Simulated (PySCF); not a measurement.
C5H4N (SMILES [c]1ccccn1), doublet (typed; the unrestricted solution is spin-contaminated), at a GFN2-xTB geometry, with bond 8-4 at 1.3 times its length; HF/STO-3G (PySCF).

Input for PySCF:
```python
from pyscf import gto, scf

mol = gto.Mole()
mol.atom = '''
    N    -0.00964627    0.06176618    1.39312429
    C     0.01052145    0.05563648   -1.32151880
    C     0.00843127    1.16003225    0.73652206
    C    -0.01902078   -1.10785450    0.76767008
    C    -0.00911288   -1.14219824   -0.61640106
    C     0.01996666    1.26655828   -0.63906399
    H     0.01851369    0.04961327   -2.40308632
    H    -0.03886223   -2.26812097    1.56103610
    H    -0.01659046   -2.08816683   -1.13625412
    H     0.03516978    2.21351181   -1.15373102
'''
mol.basis = 'sto-3g'
mol.spin = 1
mol.verbose = 4
mol.build()

mf = scf.UHF(mol)
mf.DIIS = scf.EDIIS
mf.kernel()
mf.analyze()
```

What does PySCF print? Leave out banner, timings and long lists.


```
PySCF version 2.14.0

[INPUT] verbose = 4
[INPUT] num. atoms = 10
[INPUT] num. electrons = 41
[INPUT] charge = 0
[INPUT] spin (= nelec alpha-beta = 2S) = 1
[INPUT] symmetry False subgroup None
[INPUT] Mole.unit = angstrom
[INPUT] Symbol           X                Y                Z      unit          X                Y                Z       unit  Magmom
[...]
nuclear repulsion = 197.581137433232
number of shells = 22
number of NR pGTOs = 102
number of NR cGTOs = 34
basis = sto-3g
ecp = {}

******** <class 'pyscf.scf.uhf.UHF'> ********
method = UHF
initial guess = minao
damping factor = 0
level_shift factor = 0
DIIS = <class 'pyscf.scf.diis.EDIIS'>
diis_start_cycle = 1
diis_space = 8
diis_damp = 0
SCF conv_tol = 1e-09
SCF conv_tol_grad = None
SCF max_cycles = 50
direct_scf = True
direct_scf_tol = 1e-13
number electrons alpha = 21  beta = 20
Set gradient conv threshold to 3.16228e-05
init E= -244.772901319767

cycle= 1 E= -242.845937543564  delta_E= 1.93  |g|= 0.272  |ddm|= 3.28
cycle= 2 E= -242.910572802112  delta_E= -0.0646  |g|= 0.124  |ddm|= 0.542
cycle= 3 E= -242.922456649196  delta_E= -0.0119  |g|= 0.0601  |ddm|= 0.25
cycle= 4 E= -242.925812491494  delta_E= -0.00336  |g|= 0.0344  |ddm|= 0.118
cycle= 5 E= -242.927217105577  delta_E= -0.0014  |g|= 0.0225  |ddm|= 0.0713
cycle= 6 E= -242.928062564059  delta_E= -0.000845  |g|= 0.0174  |ddm|= 0.0473
cycle= 7 E= -242.928410740386  delta_E= -0.000348  |g|= 0.0156  |ddm|= 0.0179
cycle= 8 E= -242.928899802985  delta_E= -0.000489  |g|= 0.0159  |ddm|= 0.0264
cycle= 9 E= -242.929608885598  delta_E= -0.000709  |g|= 0.0165  |ddm|= 0.0357
cycle= 10 E= -242.929085405232  delta_E= 0.000523  |g|= 0.0158  |ddm|= 0.0263
cycle= 11 E= -242.930089819615  delta_E= -0.001  |g|= 0.0171  |ddm|= 0.0487
cycle= 12 E= -242.929812014296  delta_E= 0.000278  |g|= 0.0167  |ddm|= 0.0131
cycle= 13 E= -242.930960559252  delta_E= -0.00115  |g|= 0.0184  |ddm|= 0.0518
cycle= 14 E= -242.930960559251  delta_E= 1.71e-13  |g|= 0.0184  |ddm|= 3.13e-13
cycle= 15 E= -242.930960559252  delta_E= -2.27e-13  |g|= 0.0184  |ddm|= 3.93e-13
cycle= 16 E= -242.93197038585  delta_E= -0.00101  |g|= 0.0198  |ddm|= 0.0418
cycle= 17 E= -242.93197038585  delta_E= -1.71e-13  |g|= 0.0198  |ddm|= 1.56e-13
cycle= 18 E= -242.93197038585  delta_E= 1.71e-13  |g|= 0.0198  |ddm|= 5.03e-13
cycle= 19 E= -242.933136491586  delta_E= -0.00117  |g|= 0.0213  |ddm|= 0.0449
cycle= 20 E= -242.933136491585  delta_E= 1.14e-13  |g|= 0.0213  |ddm|= 1.93e-13
cycle= 21 E= -242.933136491586  delta_E= -2.84e-13  |g|= 0.0213  |ddm|= 1.23e-13
cycle= 22 E= -242.93446704969  delta_E= -0.00133  |g|= 0.0226  |ddm|= 0.0479
cycle= 23 E= -242.93446704969  delta_E= 2.84e-13  |g|= 0.0226  |ddm|= 2.21e-13
cycle= 24 E= -242.93446704969  delta_E= 1.71e-13  |g|= 0.0226  |ddm|= 5.61e-13
cycle= 25 E= -242.935959276904  delta_E= -0.00149  |g|= 0.0238  |ddm|= 0.0508
cycle= 26 E= -242.935959276904  delta_E= 1.71e-13  |g|= 0.0238  |ddm|= 1.36e-13
cycle= 27 E= -242.935959276904  delta_E= -5.68e-14  |g|= 0.0238  |ddm|= 3.58e-13
cycle= 28 E= -242.937596776363  delta_E= -0.00164  |g|= 0.0248  |ddm|= 0.0533
cycle= 29 E= -242.937596776363  delta_E= 2.27e-13  |g|= 0.0248  |ddm|= 3.17e-13
cycle= 30 E= -242.937596776363  delta_E= -2.27e-13  |g|= 0.0248  |ddm|= 1.17e-13
cycle= 31 E= -242.939347587027  delta_E= -0.00175  |g|= 0.0255  |ddm|= 0.0551
cycle= 32 E= -242.939347587027  delta_E= -1.14e-13  |g|= 0.0255  |ddm|= 2.29e-13
cycle= 33 E= -242.939347587027  delta_E=    0  |g|= 0.0255  |ddm|= 1.6e-13
cycle= 34 E= -242.941164303304  delta_E= -0.00182  |g|= 0.0258  |ddm|= 0.0562
cycle= 35 E= -242.941164303304  delta_E=    0  |g|= 0.0258  |ddm|= 1.28e-13
cycle= 36 E= -242.941164303304  delta_E= -1.71e-13  |g|= 0.0258  |ddm|= 2.28e-13
cycle= 37 E= -242.942987323421  delta_E= -0.00182  |g|= 0.0256  |ddm|= 0.0564
cycle= 38 E= -242.942987323421  delta_E=    0  |g|= 0.0256  |ddm|= 1.87e-13
cycle= 39 E= -242.942987323421  delta_E= -3.98e-13  |g|= 0.0256  |ddm|= 9.34e-14
cycle= 40 E= -242.94475140146  delta_E= -0.00176  |g|= 0.025  |ddm|= 0.0555
cycle= 41 E= -242.94475140146  delta_E=    0  |g|= 0.025  |ddm|= 7e-13
cycle= 42 E= -242.94475140146  delta_E= -2.27e-13  |g|= 0.025  |ddm|= 6.94e-13
cycle= 43 E= -242.946394411692  delta_E= -0.00164  |g|= 0.0239  |ddm|= 0.0537
cycle= 44 E= -242.946394411692  delta_E= -1.14e-13  |g|= 0.0239  |ddm|= 1.78e-13
cycle= 45 E= -242.946394411692  delta_E=    0  |g|= 0.0239  |ddm|= 3.4e-13
cycle= 46 E= -242.947866117791  delta_E= -0.00147  |g|= 0.0225  |ddm|= 0.0509
cycle= 47 E= -242.947866117791  delta_E= -5.68e-14  |g|= 0.0225  |ddm|= 2.26e-13
cycle= 48 E= -242.947866117791  delta_E= -5.68e-14  |g|= 0.0225  |ddm|= 1.1e-13
cycle= 49 E= -242.949134473104  delta_E= -0.00127  |g|= 0.0207  |ddm|= 0.0473
cycle= 50 E= -242.949134473104  delta_E= 4.55e-13  |g|= 0.0207  |ddm|= 1.16e-13
SCF not converged.
SCF energy = -242.949134473104 after 50 cycles  <S^2> = 1.3098502  2S+1 = 2.4978793
**** SCF Summaries ****
Total Energy =                        -242.949134473103783
Nuclear Repulsion Energy =             197.581137433231760
One-electron Energy =                 -721.129690207383874
Two-electron Energy =                  280.599418301048331
Two-electron Coulomb Energy =          314.690584413946453
DFT Exchange-Correlation Energy =      -34.091166112898122
**** MO energy ****
                             alpha | beta                alpha | beta
[...]
To work with the spin densities directly, `use mulliken_meta_spin()` only printing them here.

 ** Mulliken spin pop alpha/beta on meta-lowdin orthogonal AOs **
 ** Mulliken Spin Density (per AO)  **
spin_pop of  0 N 1s        0.00001
spin_pop of  0 N 2s        0.00082
spin_pop of  0 N 2px      -0.38981
spin_pop of  0 N 2py      -0.04232
spin_pop of  0 N 2pz       0.00528
spin_pop of  1 C 1s       -0.00001
spin_pop of  1 C 2s        0.04438
spin_pop of  1 C 2px       0.39180
spin_pop of  1 C 2py       0.04904
spin_pop of  1 C 2pz       0.02497
spin_pop of  2 C 1s       -0.00002
spin_pop of  2 C 2s        0.24242
spin_pop of  2 C 2px       0.42795
spin_pop of  2 C 2py       0.45901
spin_pop of  2 C 2pz       0.26321
spin_pop of  3 C 1s       -0.00001
spin_pop of  3 C 2s        0.06151
spin_pop of  3 C 2px       0.40332
spin_pop of  3 C 2py       0.06853
spin_pop of  3 C 2pz       0.04766
spin_pop of  4 C 1s        0.00002
spin_pop of  4 C 2s       -0.04142
spin_pop of  4 C 2px      -0.40556
spin_pop of  4 C 2py      -0.02773
spin_pop of  4 C 2pz      -0.03117
spin_pop of  5 C 1s        0.00002
spin_pop of  5 C 2s       -0.04095
spin_pop of  5 C 2px      -0.42768
spin_pop of  5 C 2py      -0.03259
spin_pop of  5 C 2pz      -0.02002
spin_pop of  6 H 1s       -0.01889
spin_pop of  7 H 1s       -0.07155
spin_pop of  8 H 1s        0.02822
spin_pop of  9 H 1s        0.03156
 ** Mulliken Spin Density (per atom)  **
spin density of  0 N =     -0.42601
spin density of  1 C =      0.51018
spin density of  2 C =      1.39257
spin density of  3 C =      0.58102
spin density of  4 C =     -0.50587
spin density of  5 C =     -0.52122
spin density of  6 H =     -0.01889
spin density of  7 H =     -0.07155
spin density of  8 H =      0.02822
spin density of  9 H =      0.03156
 ** Mulliken pop alpha/beta on meta-lowdin orthogonal AOs **
 ** Mulliken pop       alpha | beta **
[...]
In total            21.00000 | 20.00000
 ** Mulliken atomic charges   ( Nelec_alpha | Nelec_beta ) **
charge of  0N =     -0.16377  (     3.36888      3.79489 )
charge of  1C =     -0.01570  (     3.26294      2.75276 )
charge of  2C =      0.06178  (     3.66540      2.27282 )
charge of  3C =      0.06811  (     3.25645      2.67544 )
charge of  4C =     -0.05855  (     2.77634      3.28221 )
charge of  5C =     -0.05597  (     2.76738      3.28859 )
charge of  6H =      0.04406  (     0.46852      0.48742 )
charge of  7H =      0.02650  (     0.45098      0.52253 )
charge of  8H =      0.04546  (     0.49138      0.46316 )
charge of  9H =      0.04808  (     0.49174      0.46018 )
Dipole moment(X, Y, Z, Debye):  0.00962, -0.42435, -1.97329
```

The run did not converge; its last values are not results.
